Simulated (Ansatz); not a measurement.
Consider the formal exchange of groups at the Si–N bond: `CC[SiH2]N` + `CO[SiH2]F` → `CC[SiH2][SiH2]F` + `CON`.

Calculated with Ansatz (gas phase, PBE0-D4/def2-TZVP geometries, no zero-point term in ΔE). CCSD(T)/CBS is the MP2 limit (def2-TZVPP, def2-QZVPP) plus CCSD(T) − MP2 in def2-TZVPP, frozen cores. This one scheme is used for every species. Functionals use def2-TZVPP. One conformer a species, not always the lowest.

`CC[SiH2]N`:

Cartesian coordinates in Å:
```
C 1.546 0.143 1.180
C 0.101 0.402 0.761
Si -0.321 -0.324 -0.911
N -1.975 -0.021 -1.292
H 2.252 0.587 0.473
H 1.763 0.564 2.165
H 1.763 -0.927 1.226
H -0.109 1.475 0.729
H -0.588 -0.020 1.502
H 0.059 -1.773 -0.878
H 0.478 0.313 -1.995
H -2.704 -0.388 -0.702
H -2.265 -0.031 -2.257
```

`CO[SiH2]F`:

```xyz
9

C     0.929   -0.205    0.993
O     0.648    0.280   -0.303
Si   -0.815    0.277   -1.004
F    -1.274   -1.209   -1.371
H     1.065   -1.290    0.977
H     1.853    0.261    1.340
H     0.128    0.040    1.700
H    -0.689    1.042   -2.258
H    -1.843    0.803   -0.073
```

`CC[SiH2][SiH2]F`:

```xyz
14

C    -2.310   -0.190   -0.184
C    -0.852   -0.166   -0.632
Si    0.360    0.127    0.777
Si    2.582    0.177    0.033
F     2.748    1.319   -1.090
H    -2.599    0.755    0.283
H    -2.984   -0.359   -1.028
H    -2.490   -0.983    0.546
H    -0.584   -1.109   -1.120
H    -0.693    0.617   -1.381
H     0.258   -0.966    1.788
H     0.046    1.409    1.470
H     2.980   -1.114   -0.592
H     3.539    0.483    1.130
```

`CON`:

```xyz
8

C     0.723    0.321   -0.652
O     0.354   -0.393    0.502
N    -1.049   -0.284    0.674
H     0.472    1.384   -0.563
H     0.237   -0.083   -1.546
H     1.805    0.208   -0.742
H    -1.377   -1.245    0.715
H    -1.163    0.092    1.612
```

(1) Is it downhill or uphill in electronic energy at CCSD(T)/CBS, and by how much? (An estimate is asked.)

(2) What do these levels give: PBE-D4, B2PLYP, r2SCAN, HF/CBS(def2), MP2/CBS(def2), CCSD/CBS(def2)? (Estimate.)

Largest T1 diagnostic among the species: 0.011.

Answers

(1) Ansatz gave: Uphill: ΔE = +389.6 kJ/mol.

(2) The calculation gave: PBE-D4 342.0, B2PLYP 388.4, r2SCAN 375.7, HF/CBS(def2) 415.7, MP2/CBS(def2) 413.0, CCSD/CBS(def2) 394.9 kJ/mol.

From PBE to PBE0 (25 % exact exchange), in def2-TZVPP and without D4, ΔE moves by +19.1 kJ/mol. In def2-TZVPP, CCSD(T) changes the Hartree–Fock value by −27.6 kJ/mol (the triples alone add −5.2 kJ/mol) and MP2 by −4.2 kJ/mol.
